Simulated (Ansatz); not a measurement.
The cluster K3H3⁺. Charge 1, multiplicity 2. Geometry B3LYP-D4/def2-TZVP; atoms count from 1.

```
atom    x (Å)    y (Å)    z (Å)
  K1  -0.2846  -1.4240   0.7816
  K2  -0.0419   2.4787   1.4295
  K3   0.5385   0.0418  -2.8136
  H4   0.0895  -2.2281  -1.5296
  H5  -0.4824   0.1774   2.6584
  H6   0.1809   0.9542  -0.5263
```

Another isomer (doublet) lies 2.09 eV lower at PBE0-D4/def2-TZVP; other spin states weren't run for this one.

Q: Estimate the Mulliken populations from the PBE0/def2-TZVP orbitals of Ansatz.

A: 
```
atom  charge (e)  spin (α − β)
  K1        0.71          0.00
  K2        0.71         -0.04
  K3        0.71         -0.04
  H4       -0.30          0.44
  H5       -0.31          0.43
  H6       -0.53          0.21
```
Mulliken values depend strongly on the basis.

Q: Where does the spin sit?

A: Summed by element: K -0.09, H 1.09, of 1 unpaired in all. Largest on single atoms: H4 0.44, H5 0.43, H6 0.21.
